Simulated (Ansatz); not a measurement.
Gas-phase electronic energies from Ansatz, PBE0-D4/def2-TZVP geometries. CCSD(T)/CBS is the MP2 limit (def2-TZVPP, def2-QZVPP) plus CCSD(T) − MP2 in def2-TZVPP, frozen cores. Functionals use def2-TZVPP. B3LYP here is the variant with VWN-RPA as its local correlation; programs differ in this. HSE06 is defined as in plane-wave codes. One conformer a species, not always the lowest.

Consider the formal exchange of groups at the Si–C bond: `NC[SiH2][SiH3]` + `O[SiH2]F` → `O[SiH](F)[SiH2][SiH3]` + CH₃NH₂.

```
             level  ΔE (kcal/mol)  difference from CCSD(T)/CBS
            PBE-D4           -5.8                         -3.4
         revPBE-D4           -5.4                         -3.0
           BLYP-D4           -4.0                         -1.6
         r2SCAN-D4           -4.1                         -1.7
           PBE0-D4           -4.9                         -2.5
          B3LYP-D4           -3.5                         -1.1
        r2SCANh-D4           -3.9                         -1.5
        r2SCAN0-D4           -3.5                         -1.1
          HSE06-D4           -5.0                         -2.6
          BHLYP-D4           -2.7                         -0.3
      CAM-B3LYP-D4           -2.4                          0.0
           ωB97X-V           -2.9                         -0.5
           ωB97M-V           -1.6                          0.8
            B2PLYP           -2.2                          0.2
          PBE-QIDH           -2.9                         -0.5
               PBE           -5.7                         -3.3
            revPBE           -6.1                         -3.7
              BLYP           -3.9                         -1.5
              PBE0           -4.7                         -2.3
             B3LYP           -3.2                         -0.8
           r2SCANh           -3.8                         -1.4
           r2SCAN0           -3.5                         -1.1
             HSE06           -4.7                         -2.3
             BHLYP           -2.0                          0.4
         CAM-B3LYP           -2.1                          0.3
           LC-ωPBE           -3.4                         -1.0
RPA@PBE/def2-TZVPP           -1.7                          0.7
      MP2/def2-SVP           -1.2                          1.2
     CCSD/def2-SVP           -2.2                          0.2
  CCSD(T)/def2-SVP           -2.4                          0.0
     HF/def2-TZVPP           -0.9                          1.5
    MP2/def2-TZVPP           -0.7                          1.7
SCS-MP2/def2-TZVPP           -0.6                          1.8
   CCSD/def2-TZVPP           -1.9                          0.5
CCSD(T)/def2-TZVPP           -2.1                          0.3
     HF/def2-QZVPP           -0.8                          1.6
    MP2/def2-QZVPP           -0.8                          1.6
SCS-MP2/def2-QZVPP           -0.7                          1.7
     MP2/CBS(def2)           -0.9                          1.5
    CCSD/CBS(def2)           -2.2                          0.2
       CCSD(T)/CBS           -2.4                            0
```

Largest T1 diagnostic among the species: 0.013.

Leaving LDA and LC-ωPBE aside and taking each functional with its dispersion term where it has one, the values spread over 4.2 kcal/mol, from PBE-D4 to ωB97M-V. LDA lies +1.3 kcal/mol from PBE without D4. From PBE to PBE0 (25 % exact exchange), in def2-TZVPP and without D4, ΔE moves by +0.9 kcal/mol.

CCSD(T)/CBS has its own doubt, a few kJ/mol and more with outer-core shells, so smaller differences from it don't rank the levels.
